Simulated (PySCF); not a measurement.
Choosing a molecule for a target property.

Each SMILES stands for a single optimised conformer of the isolated species, non-relativistic unless stated. Electronic properties by PySCF.

The conformers computed, where there is a choice (atom-mapped SMILES and torsion angles):
- `[H]/[C:1]=[C:2](/[F:3])[CH2:4][NH:5][CH3:6]`: C1–C2–C4–N5 -98°, C2–C4–N5–C6 -65°
- `[CH2:1]=[CH:2][C:3](=[O:4])[CH2:5][CH:6][CH2+:7]`: C1–C2–C3–O4 -14°, C2–C3–C5–C6 -154°, C3–C5–C6–C7 119°
- `[CH3:1][S:2](=[O:3])(=[O:4])[O:5][CH:6][OH:7]`: C1–S2–O5–C6 171°, S2–O5–C6–O7 -40°, H–O7–C6–O5 -2°
- `[CH3:1][C:2]#[C:3][CH2:4][Si@:5]([CH3:6])([NH:7])[NH2:8]`: C3–C4–Si5–C6 -63°, H–N7–Si5–C4 100°, H–N8–Si5–C4 113°, H–N8–Si5–C4 -22°
- `[CH2:1][CH2:2][C@H:3]([CH3:4])/[CH:5]=[CH:6]/[F:7]`: C1–C2–C3–C4 -176°, C2–C3–C5–C6 -119°

(1) Wanted: isotropic g value between 2.0024 and 2.0034 (unrestricted B3LYP/pcH-1, mean-field spin–orbit) and smallest rotational constant above 1.34 GHz (GFN2-xTB), at GFN2-xTB geometries. Which candidate meets both?
A. `[CH2]C[C@H](C)/C=C/F` [radical]
B. `[H]/[C]=C(/F)CNC` [radical]
C. `CS(=O)(=O)O[CH]O` [radical]
D. `CC1=C[CH][C+](C)O1` [radical]
E. `C(C(=O)C=C)[CH][CH2+]` [radical]
F. `FC1=C(F)S[CH][CH+]1` [radical]
G. `CC#CC[Si@](C)([NH])N` [radical]

Answers

(1) C. Computed values:
| species | isotropic g value | smallest rotational constant |
| --- | --- | --- |
| [H]/[C]=C(/F)CNC [radical] | 2.00203 | 2.134 GHz |
| CC1=C[CH][C+](C)O1 [radical] | 2.00229 | 1.638 GHz |
| [CH2]C[C@H](C)/C=C/F [radical] | 2.00260 | 1.180 GHz |
| CS(=O)(=O)O[CH]O [radical] | 2.00306 | 1.719 GHz |
| FC1=C(F)S[CH][CH+]1 [radical] | 2.00372 | 1.403 GHz |
| C(C(=O)C=C)[CH][CH2+] [radical] | 2.00395 | 1.286 GHz |
| CC#CC[Si@](C)([NH])N [radical] | 2.00521 | 0.863 GHz |
